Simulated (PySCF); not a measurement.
F5OSi2, SMILES F[Si](F)O[Si](F)(F)F (connectivity only; charge and spin as stated), charge +1, multiplicity 1. Heavy atoms are numbered as in [F:1][Si:2]([F:3])[O:4][Si:5]([F:6])([F:7])[F:8].

Geometry: B3LYP-D3(BJ)/def2-SVP. The multiplicity is an assumed one; other spin states were not compared. The isomer is the one that the SMILES or the coordinates give; other isomers of the formula were not compared. The values are those of a single conformer.

The numbers are results of B3LYP/pcSseg-1 in PySCF, not measurements.

GIAO shieldings, no solvent; atoms alike by connectivity are averaged. δ = σ(ref) − σ: ¹⁹F against CFCl3 (σ = 161.7 ppm); ²⁹Si against TMS (σ = 338.7 ppm); ¹⁷O against H2O (σ = 333.8 ppm), references at their B3LYP-D3(BJ)/def2-TZVP geometries, non-relativistic.

Estimate the chemical shifts. (An estimate is asked for; the answer gives what the named calculation found.)


```csv
nucleus,atoms,count,δ (ppm)
¹⁹F,F1,2,-139.0
¹⁹F,F6,3,-160.1
²⁹Si,Si2,1,-89.1
²⁹Si,Si5,1,-115.6
¹⁷O,O4,1,75.1
```
